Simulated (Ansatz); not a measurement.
The lowest singlet and triplet of GaH (SMILES [GaH]); geometries from B3LYP-D3(BJ)/def2-TZVP, each state relaxed from the structure named, with no frequency check.
Singlet (charge 0, multiplicity 1):
```xyz
2

Ga     0.000     0.000    -0.053
H      0.000     0.000     1.636
```

A positive gap puts the triplet lower; no zero-point energy. R- takes a restricted singlet. U- takes an unrestricted singlet (broken symmetry where lower, unprojected). The triplet is unrestricted in single-reference levels. Active spaces average the two states.

Correlated levels freeze the cores. Filled d and f shells under p-block atoms count as core.

Codes used: Ansatz (a first-principles code) with Gaussian orbitals. Values without a source in brackets are computed.

```json
[
 {"level": "R-HF/cc-pVTZ", "gap E(singlet) − E(triplet), vertical, at the singlet's geometry (kJ/mol)": "-139.4"},
 {"level": "R-PBE/def2-TZVPP", "gap E(singlet) − E(triplet), vertical, at the singlet's geometry (kJ/mol)": "-199.7"},
 {"level": "R-BHLYP/def2-TZVPP", "gap E(singlet) − E(triplet), vertical, at the singlet's geometry (kJ/mol)": "-205.9"},
 {"level": "U-wB97M-V/def2-TZVPP", "gap E(singlet) − E(triplet), vertical, at the singlet's geometry (kJ/mol)": "(withheld)"},
 {"level": "U-SCS-MP2/cc-pVDZ", "gap E(singlet) − E(triplet), vertical, at the singlet's geometry (kJ/mol)": "-194.0"},
 {"level": "R-SCS-MP2/cc-pVQZ", "gap E(singlet) − E(triplet), vertical, at the singlet's geometry (kJ/mol)": "-204.0"},
 {"level": "R-CCSD(T)/cc-pVDZ", "gap E(singlet) − E(triplet), vertical, at the singlet's geometry (kJ/mol)": "-195.1"},
 {"level": "SC-NEVPT2 on SA-CASSCF(4,5)/cc-pVDZ", "gap E(singlet) − E(triplet), vertical, at the singlet's geometry (kJ/mol)": "-194.3"},
 {"level": "FIC-NEVPT4(SD) on SA-CASSCF(4,5)/cc-pVQZ", "gap E(singlet) − E(triplet), vertical, at the singlet's geometry (kJ/mol)": "-198.3"}
]
```

Some entries are withheld; supply them.


- U-wB97M-V/def2-TZVPP, gap E(singlet) − E(triplet), vertical, at the singlet's geometry (kJ/mol): -214.9
